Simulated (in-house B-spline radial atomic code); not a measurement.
## RPA and G0W0 on LC-wPBE: Si-

Configuration [Ne] 3s2 3p3, highest spin, mean-field start LC-wPBE. Computed with a B-spline radial code for spherical atoms: all electrons, non-relativistic, point nucleus, each spin shell either full or empty, empty states to l = 9 with an (l + 1/2)⁻⁴ tail; G0W0 by contour deformation at full frequency.

Command:
```bash
python run_gw.py task.json out
```
Settings (radii: box in bohr, nucleus in fm):
```
Z                        14
electrons                15
configuration            [Ne] 3s2 3p3
hamiltonian              nr
method                   lc_wpbe
lmax                     9
spin_polarised           True
box_radius               60
intervals                54
```

Run time, properties included: 3.3 s on 1 thread of Arm Neoverse N1, on a shared host.

Energies (hartree):

```json
{"term": "mean-field total", "value": "-289.33298"}
{"term": "Hartree-Fock functional on these orbitals", "value": "-288.88050"}
{"term": "direct second order", "value": "-0.86568"}
{"term": "second-order exchange", "value": "0.31678"}
{"term": "SOSEX correction", "value": "0.28839"}
```

(1) What is the RPA correlation energy, and what remains with SOSEX?

Quasi-particle levels (eV):

| level | occupied | mean field | Σx - vxc | Σc | QP weight | G0W0 |
| --- | --- | --- | --- | --- | --- | --- |
| 3p up | yes | -1.792 | 0.30 | ? | ? | ? |
| 3s down | yes | -6.312 | 1.13 | -0.76 | 0.875 | -5.951 |

G0W0 = mean field + (Σx - vxc) + Σc, with Σc (partial-wave tail included) taken at the quasi-particle energy. Only the outer levels were computed. Levels of low weight are left out.

(2) Where does G0W0 put 3p up?

Results:

(1) RPA gives -0.76181 hartree (-1.38 eV per electron); RPA + SOSEX gives -0.47342, and the second-order doubles -0.54889 hartree (no singles). SOSEX takes back 38 % of the RPA value.

(2) At -1.655 eV, with Σc = -0.16 eV and a quasi-particle weight of 0.904. The tabulated removal energy is 1.390 eV (electron affinity of the neutral atom); the calculation leaves out relativity, Breit and QED terms, and what these don't explain is the method's own error.
